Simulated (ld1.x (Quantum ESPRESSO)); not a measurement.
# PBE TM dataset for La, scalar-relativistic all-electron reference.

La (Z = 57), norm-conserving Troullier–Martins (Kleinman–Bylander form), made with ld1.x (Quantum ESPRESSO) 7.5 (PBE, scalar-relativistic). Core [Kr] 4d10, reference 4f0 5s2 5p6 5d1 6s1.5 6p0 (charge +0.5). Waves: 5p (bound): rc 3.10 bohr; 5d (bound): rc 2.85 bohr; 4f (bound, empty): rc 1.90 bohr; 5s (bound): rc 1.95 bohr. Local part: the s channel. Core correction: none.

Occupied shells without a wave of their own: 6s. They enter only through the test configuration that unscreens the potential.

Calculated quality:

* Cutoffs needed: 40 Ry and 70 Ry (the cutoffs (Ry, on a coarse ladder) from which the occupation-weighted sum of valence levels, in a spherical-Bessel basis at the reference potential, stays within 10 and 1 mRy of its value at 400 Ry) The cutoffs count occupied waves only; the empty 4f level needs 100 Ry at the loose tolerance.
* Ghost test: no extra level below or beside the all-electron valence levels (p, d, f, s tested) (spherical-Bessel basis up to 400 Ry, 20 bohr box)
* Largest excitation error: -565 meV (all-electron minus pseudo) for 4f0 5s2 5p6 5d0 6s0 6p0, out of 7 test configurations

Generation and tests took about 1.6 s on one core of a shared server CPU.
